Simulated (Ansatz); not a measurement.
Consider the stannylene formation by 1,1-elimination: `[OH][SnH]([Cl])[Cl]` → `[Cl][Sn][Cl]` + H₂O.

Program: Ansatz. Geometries: PBE0-D4/def2-TZVP. ΔE: electronic, gas phase. CBS: MP2 limit from def2 TZ/QZ plus the TZ coupled-cluster correction, frozen cores. This one scheme is used for every species. DFT in def2-TZVPP. Elements past krypton have def2 core potentials. For Sn outer-core shells are correlated without core-valence functions, which leaves a few kJ/mol of doubt a bond. One conformer a species, not always the lowest.

| level | ΔE (kJ/mol) |
| --- | --- |
| CAM-B3LYP | -25.1 |
| MP2/def2-SVP | 7.4 |

What does CCSD(T)/CBS give? (Best estimate.)

The calculation gave: -15.1 kJ/mol. The listed levels differ from it by -10.0, 22.5 kJ/mol.

Largest T1 diagnostic among the species: 0.014.

The D4 term adds +8.7 kJ/mol with B3LYP and +4.9 kJ/mol with PBE0; it sums over pairs of atoms, weighted by their polarisabilities, and B3LYP, whose exchange is more repulsive, gets the larger term. From BLYP to BHLYP (50 % exact exchange), in def2-TZVPP and without D4, ΔE moves by +34.4 kJ/mol. At CCSD(T), def2-SVP lies +7.5 kJ/mol from the extrapolated value and def2-TZVPP +4.4 kJ/mol.

B3LYP here is the variant with VWN-RPA as its local correlation; programs differ in this.
